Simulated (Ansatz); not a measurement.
Reaction (atomization): `[NH2][Al]([NH2])[SiH2][SiH3]` → Al• + 9 H• + 2 N• + 2 Si•

Program: Ansatz. Geometries: PBE0-D4/def2-TZVP. ΔE: electronic, gas phase. CBS: MP2 limit from def2 TZ/QZ plus the TZ coupled-cluster correction, frozen cores. This one scheme is used for every species, atoms too. No spin–orbit coupling; open shells (•) take unrestricted orbitals. Spin–orbit coupling would lower the free atoms: a little for Al, Si. One conformer a species, not always the lowest.

```csv
level,ΔE (kJ/mol)
CCSD(T)/def2-SVP,4063.4
MP2/def2-QZVPP,4355.4
```

Q: What does CCSD(T)/CBS give? (Estimate.)

A: Ansatz gave: +4414.4 kJ/mol. The listed levels differ from it by -351.0, -59.0 kJ/mol.

Q: What do rigid-rotor, harmonic-oscillator terms from PBE0-D4/def2-TZVP frequencies (298.15 K, 1 bar) make of the CCSD(T)/CBS value? (Estimate.)

A: The calculation gave: ΔZPE = -244.5 kJ/mol, ΔH = +4225.4 kJ/mol, ΔS = 1409 J/(mol·K), ΔG = +3805.3 kJ/mol. Open shells count their whole term as degenerate. Modes under 50 cm⁻¹ make the entropy rough.

Largest T1 diagnostic among the species: 0.018.

Leaving LDA and LC-ωPBE aside and taking each functional with its dispersion term where it has one, the values, not all of them listed here, spread over 120.1 kJ/mol, from BHLYP-D4 to ωB97X-V. LDA lies +541.0 kJ/mol from PBE without D4, its usual overbinding. From BLYP to BHLYP (50 % exact exchange), in def2-TZVPP and without D4, ΔE moves by −44.1 kJ/mol: exact exchange takes away binding that semilocal exchange gives to molecules. In def2-TZVPP, CCSD(T) changes the Hartree–Fock value by +1122.5 kJ/mol (the triples alone add +53.2 kJ/mol) and MP2 by +1118.4 kJ/mol; breaking electron pairs costs correlation energy, which Hartree–Fock lacks.

For atomizations the MP2-based limit and the directly extrapolated one differ by several kJ/mol either way, and by 10 to 25 for some Ge, Se and Sn compounds, so smaller differences from it don't rank the levels.
